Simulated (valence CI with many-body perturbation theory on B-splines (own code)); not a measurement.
## Level structure of Eu LVII

Calculated by configuration interaction combined with many-body perturbation theory (CI+MBPT): five valence electrons over a frozen Dirac-Fock core [He], a basis of 9 s, 9 p, 8 d, 6 f, 3 g, 1 h functions for each j, with the one-electron correlation potential Σ1, the two-electron term Σ2, the three-electron term Σ3, Breit, model QED; selected CI, second order for the rest, scaled by the run's own slope (own B-spline code, finite nucleus).

No measured spectrum was set against this ion. As an estimate, large intervals hold to a few tenths of a per cent, small ones and those within an open d or f shell to about a per cent. Among the levels kept, up to 3900 cm⁻¹ of a level comes from second order outside the variational space, and about a tenth of that is noise between levels of different J, which matters for small intervals.

Levels 1 to 45 of 62, with energies above the lowest level, (2s^2 2p1/2^2 2p3/2) J=3/2. "Leading %" is the weight of the configuration and term that name the level; weights of strongly mixed levels are sums over their largest components and can fall short, so below about 35 % the name and the second component can differ from the true leading terms, or belong to a minority configuration. In the jj column 3d3/2^4 stands for four electrons in 3d with j = 3/2.

| No. | Configuration | Term | J | E (× 10³ cm⁻¹) | Leading % | Second component | g | Leading jj |
| --- | --- | --- | --- | --- | --- | --- | --- | --- |
| 1 | 2s²2p³ | ²P° | 3/2 | 0.00 | 48 | 27 % 2s²2p³ ²D° | 1.333 | 2s^2 2p1/2^2 2p3/2 (100 %) |
| 2 | 2s²2p³ | ⁴S° | 3/2 | 5303.3 | 55 | 45 % 2s²2p³ ²D° | 1.440 | 2s^2 2p1/2 2p3/2^2 (100 %) |
| 3 | 2s²2p³ | ²D° | 5/2 | 5480.8 | 100 |  | 1.173 | 2s^2 2p1/2 2p3/2^2 (100 %) |
| 4 | 2s²2p³ | ²P° | 1/2 | 5804.7 | 100 |  | 0.631 | 2s^2 2p1/2 2p3/2^2 (100 %) |
| 5 | 2s2p⁴ | ⁴P | 5/2 | 7491.5 | 72 | 28 % 2s2p⁴ ²D | 1.461 | 2s 2p1/2^2 2p3/2^2 (100 %) |
| 6 | 2s2p⁴ | ²S | 1/2 | 8177.1 | 63 | 28 % 2s2p⁴ ⁴P | 2.039 | 2s 2p1/2^2 2p3/2^2 (99 %) |
| 7 | 2s2p⁴ | ²P | 3/2 | 8188.9 | 49 | 36 % 2s2p⁴ ²D | 1.183 | 2s 2p1/2^2 2p3/2^2 (99 %) |
| 8 | 2s²2p³ | ²P° | 3/2 | 11120 | 52 | 28 % 2s²2p³ ²D° | 1.288 | 2s^2 2p3/2^3 (99 %) |
| 9 | 2s2p⁴ | ⁴P | 3/2 | 12979 | 83 | 12 % 2s2p⁴ ²D | 1.579 | 2s 2p1/2 2p3/2^3 (100 %) |
| 10 | 2s2p⁴ | ²D | 5/2 | 13279 | 72 | 28 % 2s2p⁴ ⁴P | 1.284 | 2s 2p1/2 2p3/2^3 (100 %) |
| 11 | 2s2p⁴ | ²P | 1/2 | 13671 | 63 | 36 % 2s2p⁴ ⁴P | 1.377 | 2s 2p1/2 2p3/2^3 (99 %) |
| 12 | 2s2p⁴ | ²D | 3/2 | 13751 | 53 | 46 % 2s2p⁴ ²P | 1.029 | 2s 2p1/2 2p3/2^3 (100 %) |
| 13 | 2p⁵ | ²P° | 3/2 | 16167 | 99 |  | 1.309 | 2p1/2^2 2p3/2^3 (99 %) |
| 14 | 2s2p⁴ | ⁴P | 1/2 | 19111 | 36 | 36 % 2s2p⁴ ²S | 1.837 | 2s 2p3/2^4 (99 %) |
| 15 | 2p⁵ | ²P° | 1/2 | 21672 | 100 |  | 0.631 | 2p1/2 2p3/2^4 (100 %) |
| 16 | 2s²2p²3s | ⁴P | 1/2 | 51052 | 47 | 31 % 2s²2p²3s ²S | 2.003 | 2s^2 2p1/2^2 3s (100 %) |
| 17 | 2s²2p²3p | ²P° | 1/2 | 51715 | 45 | 39 % 2s²2p²3p ⁴D° | 0.652 | 2s^2 2p1/2^2 3p1/2 (100 %) |
| 18 | 2s²2p²3p | ²P° | 3/2 | 53398 | 33 | 21 % 2s²2p²3p ⁴D° | 1.326 | 2s^2 2p1/2^2 3p3/2 (100 %) |
| 19 | 2s²2p²3d | ²D | 3/2 | 54008 | 42 | 33 % 2s²2p²3d ⁴F | 0.785 | 2s^2 2p1/2^2 3d3/2 (100 %) |
| 20 | 2s²2p²3d | ²D | 5/2 | 54519 | 35 | 19 % 2s²2p²3d ⁴D | 1.192 | 2s^2 2p1/2^2 3d5/2 (100 %) |
| 21 | 2s²2p²3s | ⁴P | 3/2 | 56435 | 88 | 10 % 2s²2p²3s ²P | 1.662 | 2s^2 2p1/2 2p3/2 3s (100 %) |
| 22 | 2s²2p²3s | ²P | 1/2 | 56504 | 67 | 33 % 2s²2p²3s ⁴P | 1.299 | 2s^2 2p1/2 2p3/2 3s (100 %) |
| 23 | 2s²2p²3s | ²D | 5/2 | 56584 | 64 | 36 % 2s²2p²3s ⁴P | 1.319 | 2s^2 2p1/2 2p3/2 3s (100 %) |
| 24 | 2s²2p²3s | ²D | 3/2 | 56628 | 63 | 35 % 2s²2p²3s ²P | 0.967 | 2s^2 2p1/2 2p3/2 3s (100 %) |
| 25 | 2s²2p²3p | ⁴P° | 1/2 | 57091 | 48 | 28 % 2s²2p²3p ⁴D° | 1.728 | 2s^2 2p1/2 2p3/2 3p1/2 (100 %) |
| 26 | 2s²2p²3p | ⁴D° | 3/2 | 57139 | 56 | 22 % 2s²2p²3p ²D° | 1.135 | 2s^2 2p1/2 2p3/2 3p1/2 (100 %) |
| 27 | 2s²2p²3p | ²F° | 5/2 | 57244 | 48 | 31 % 2s²2p²3p ²D° | 1.059 | 2s^2 2p1/2 2p3/2 3p1/2 (100 %) |
| 28 | 2s²2p²3p | ²P° | 3/2 | 57498 | 42 | 26 % 2s²2p²3p ²D° | 1.320 | 2s^2 2p1/2 2p3/2 3p1/2 (99 %) |
| 29 | 2s2p³3s | ⁴P° | 5/2 | 58306 | 43 | 26 % 2s2p³3s ⁶S° | 1.596 | 2s 2p1/2^2 2p3/2 3s (90 %) |
| 30 | 2s2p³3s | ²P° | 3/2 | 58509 | 31 | 25 % 2s2p³3s ⁴S° | 1.451 | 2s 2p1/2^2 2p3/2 3s (92 %) |
| 31 | 2s²2p²3p | ²P° | 1/2 | 58710 | 33 | 29 % 2s²2p²3p ⁴P° | 1.530 | 2s^2 2p1/2 2p3/2 3p3/2 (89 %) |
| 32 | 2s²2p²3p | ⁴D° | 5/2 | 58745 | 50 | 29 % 2s²2p²3p ⁴P° | 1.425 | 2s^2 2p1/2 2p3/2 3p3/2 (92 %) |
| 33 | 2s²2p²3p | ²D° | 3/2 | 58786 | 53 | 22 % 2s²2p²3p ⁴P° | 1.149 | 2s^2 2p1/2 2p3/2 3p3/2 (99 %) |
| 34 | 2s²2p²3p | ²F° | 7/2 | 58844 | 64 | 36 % 2s²2p²3p ⁴D° | 1.226 | 2s^2 2p1/2 2p3/2 3p3/2 (100 %) |
| 35 | 2s²2p²3p | ⁴S° | 3/2 | 58915 | 20 | 13 % 2s²2p²3p ²P° | 1.388 | 2s^2 2p1/2 2p3/2 3p3/2 (60 %) |
| 36 | 2s2p³3s | ⁴D° | 1/2 | 58969 | 24 | 20 % 2s2p³3s ²P° | 0.800 | 2s 2p1/2^2 2p3/2 3s (69 %) |
| 37 | 2s²2p²3p | ²D° | 5/2 | 59035 | 63 | 17 % 2s²2p²3p ²F° | 1.189 | 2s^2 2p1/2 2p3/2 3p3/2 (98 %) |
| 38 | 2s2p³3p | ⁴P | 3/2 | 59060 | 29 | 23 % 2s2p³3p ⁶P | 1.692 | 2s 2p1/2^2 2p3/2 3p1/2 (98 %) |
| 39 | 2s2p³3p | ²D | 5/2 | 59067 | 24 | 18 % 2s2p³3p ⁴D | 1.355 | 2s 2p1/2^2 2p3/2 3p1/2 (97 %) |
| 40 | 2s2p³3s | ²P° | 3/2 | 59105 | 19 | 13 % 2s2p³3s ⁴S° | 1.390 | 2s 2p1/2^2 2p3/2 3s (66 %) |
| 41 | 2s²2p²3p | ²P° | 1/2 | 59221 | 69 | 7 % 2s2p³3s ⁴D° | 0.706 | 2s^2 2p1/2 2p3/2 3p3/2 (80 %) |
| 42 | 2s²2p²3d | ⁴F | 3/2 | 59404 | 43 | 27 % 2s²2p²3d ²P | 0.932 | 2s^2 2p1/2 2p3/2 3d3/2 (98 %) |
| 43 | 2s²2p²3d | ⁴F | 5/2 | 59422 | 53 | 39 % 2s²2p²3d ²F | 0.961 | 2s^2 2p1/2 2p3/2 3d3/2 (98 %) |
| 44 | 2s²2p²3d | ⁴D | 1/2 | 59442 | 78 | 14 % 2s²2p²3d ²P | 0.255 | 2s^2 2p1/2 2p3/2 3d3/2 (99 %) |
| 45 | 2s²2p²3d | ²G | 7/2 | 59542 | 51 | 25 % 2s²2p²3d ²F | 1.020 | 2s^2 2p1/2 2p3/2 3d3/2 (97 %) |

The ionisation energy to 2s²2p² ³P0 of the next ion comes out as 11739 eV (NIST: 11739 ± 5 eV (theoretical)). All 62 levels together are meant to be complete up to 61059 × 10³ cm⁻¹.
